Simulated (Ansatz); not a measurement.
Ansatz (a first-principles code) input for F4Ge, SMILES [F][Ge-]([F])([F])[F] (connectivity only; charge and spin as stated), charge -1, multiplicity 2, B3LYP-D3(BJ)/def2-SVPD. 

Ansatz 0.2 input:
```yaml
crystal:
  periodic: [false, false, false]
  atoms:
    - {symbol: Ge, position_ang: [-0.09664730, -0.08910435, -0.08908296]}
    - {symbol: F, position_ang: [1.05592769, 1.02351561, 1.06719781]}
    - {symbol: F, position_ang: [1.38080976, -1.18793061, -1.17309519]}
    - {symbol: F, position_ang: [-1.15906313, 1.42550270, -1.16350820]}
    - {symbol: F, position_ang: [-1.19542693, -1.17478324, 1.38588859]}
basis:
  gaussian:
    orbitals: def2-SVPD
hamiltonian:
  xc: b3lyp
  dispersion: d3bj
total_charge: -1
magnetization: {spin_polarized: true, initial_magnetization: 1}
relax: {f_tol: 0.002, max_steps: 200}
```

Log of the run:

```
WARN ansatz: RAYON_NUM_THREADS=1 ignored (pool sized by the plan → 1); use --threads N
Functional definition: B3LYP
integrals: 0.10 GiB planned
1286 factors; integrals over basis functions are off by at most 1.7e-4 eV
mean field: 1.15 GiB planned
mean field evaluation 1: about -67373.4934 eV, gradient 2.6e1 eV
mean field evaluation 2: about -67365.6382 eV, gradient 5.6e1 eV
mean field evaluation 4: about -67376.1385 eV, gradient 2.5e0 eV
mean field evaluation 8: about -67376.1664 eV, gradient 6.8e-2 eV
mean field evaluation 16: about -67376.1664 eV, gradient 6.4e-5 eV
mean field -67376.16642915 eV, -2476.0284470653 hartree, gradient 6.5e-5 eV, S^2 0.757715; 0 other end points of the search recorded, 0 dependent functions left out
the calculation of the forces begins
reference -67376.16670497 eV, -2476.0284572015 hartree; 35, 34 occupied and 95, 96 virtual orbitals, 1286 factors
relax step   1: F+E_penalty+E_count = -67376.27235342 eV  Δ(F+E_penalty+E_count) = +0.000e0 eV  max|allowed force component| = 1.538e0 eV/Å  Δτ_max = 0.0000 Å  (31 SCF iters, accepted)
these checks for a lower state are left out or cut short: starts, cluster_reference, orbital_swaps, neighbouring_geometries, increment
integrals: 0.10 GiB planned
1286 factors; integrals over basis functions are off by at most 9.0e-5 eV
mean field: 1.16 GiB planned
mean field -67377.24564942 eV, -2476.0681076788 hartree, gradient 7.6e-5 eV, S^2 0.753251; 0 other end points of the search recorded, 0 dependent functions left out
the calculation of the forces begins
reference -67377.24590184 eV, -2476.0681169551 hartree; 35, 34 occupied and 95, 96 virtual orbitals, 1286 factors
relax step   2: F+E_penalty+E_count = -67377.35146510 eV  Δ(F+E_penalty+E_count) = -1.079e0 eV  max|allowed force component| = 6.122e-1 eV/Å  Δτ_max = 0.1895 Å  (35 SCF iters, accepted)
these checks for a lower state are left out or cut short: starts, cluster_reference, orbital_swaps, neighbouring_geometries, increment
integrals: 0.11 GiB planned
1286 factors; integrals over basis functions are off by at most 1.2e-4 eV
mean field: 1.16 GiB planned
mean field -67377.42897996 eV, -2476.0748449520 hartree, gradient 1.4e-5 eV, S^2 0.752275; 0 other end points of the search recorded, 0 dependent functions left out
the calculation of the forces begins
reference -67377.42921997 eV, -2476.0748537721 hartree; 35, 34 occupied and 95, 96 virtual orbitals, 1286 factors
relax step   3: F+E_penalty+E_count = -67377.53857488 eV  Δ(F+E_penalty+E_count) = -1.871e-1 eV  max|allowed force component| = 3.935e-1 eV/Å  Δτ_max = 0.1314 Å  (33 SCF iters, accepted)
these checks for a lower state are left out or cut short: starts, cluster_reference, orbital_swaps, neighbouring_geometries, increment
integrals: 0.10 GiB planned
1286 factors; integrals over basis functions are off by at most 1.3e-4 eV
mean field: 1.16 GiB planned
mean field evaluation 32: about -67377.3550 eV, gradient 8.3e0 eV
mean field -67377.50431216 eV, -2476.0776133593 hartree, gradient 1.3e-5 eV, S^2 0.752487; 0 other end points of the search recorded, 0 dependent functions left out
the calculation of the forces begins
reference -67377.50455811 eV, -2476.0776223977 hartree; 35, 34 occupied and 95, 96 virtual orbitals, 1286 factors
relax step   4: F+E_penalty+E_count = -67377.61463241 eV  Δ(F+E_penalty+E_count) = -7.606e-2 eV  max|allowed force component| = 1.841e-1 eV/Å  Δτ_max = 0.1082 Å  (33 SCF iters, accepted)
these checks for a lower state are left out or cut short: starts, cluster_reference, orbital_swaps, neighbouring_geometries, increment
integrals: 0.10 GiB planned
1286 factors; integrals over basis functions are off by at most 1.2e-4 eV
mean field: 1.16 GiB planned
mean field -67377.50583551 eV, -2476.0776693412 hartree, gradient 1.2e-5 eV, S^2 0.752527; 0 other end points of the search recorded, 0 dependent functions left out
the calculation of the forces begins
reference -67377.50608289 eV, -2476.0776784324 hartree; 35, 34 occupied and 95, 96 virtual orbitals, 1286 factors
relax step   5: F+E_penalty+E_count = -67377.61624569 eV  Δ(F+E_penalty+E_count) = -1.613e-3 eV  max|allowed force component| = 3.522e-2 eV/Å  Δτ_max = 0.0201 Å  (31 SCF iters, accepted)
these checks for a lower state are left out or cut short: starts, cluster_reference, orbital_swaps, neighbouring_geometries, increment
integrals: 0.10 GiB planned
1286 factors; integrals over basis functions are off by at most 1.2e-4 eV
mean field: 1.16 GiB planned
mean field -67377.50635125 eV, -2476.0776882944 hartree, gradient 1.1e-5 eV, S^2 0.752516; 0 other end points of the search recorded, 0 dependent functions left out
the calculation of the forces begins
reference -67377.50659819 eV, -2476.0776973691 hartree; 35, 34 occupied and 95, 96 virtual orbitals, 1286 factors
relax step   6: F+E_penalty+E_count = -67377.61669569 eV  Δ(F+E_penalty+E_count) = -4.500e-4 eV  max|allowed force component| = 1.190e-3 eV/Å  Δτ_max = 0.0074 Å  (33 SCF iters, accepted)
integrals: 0.10 GiB planned
1286 factors; integrals over basis functions are off by at most 1.2e-4 eV
mean field: 1.16 GiB planned
mean field evaluation 64: about -67377.5064 eV, gradient 7.7e-3 eV
mean field -67377.50635125 eV, -2476.0776882944 hartree, gradient 1.1e-5 eV, S^2 0.752516; 1 other end points of the search recorded, 0 dependent functions left out
the calculation of the forces begins
reference -67377.50659819 eV, -2476.0776973691 hartree; 35, 34 occupied and 95, 96 virtual orbitals, 1286 factors
Total energy: -67377.61694263 eV, -2476.0817524525 hartree
Atom 0 at    -0.181666    -0.171897    -0.174271 Å, force    -0.000608    -0.001190    -0.000452 eV/Å
Atom 1 at     0.864628     0.840487     0.874347 Å, force     0.000666     0.001159     0.000408 eV/Å
Atom 2 at     1.278402    -0.999427    -0.983404 Å, force    -0.000390     0.000348    -0.000055 eV/Å
Atom 3 at    -0.970500     1.316295    -0.972858 Å, force     0.000537    -0.000509     0.000539 eV/Å
Atom 4 at    -1.005264    -0.988258     1.283586 Å, force    -0.000205     0.000192    -0.000441 eV/Å
Dipole moment:    -0.129105    -0.124230    -0.129595 e Å
```

The run converged.

Cost: roughly 50 core-seconds.
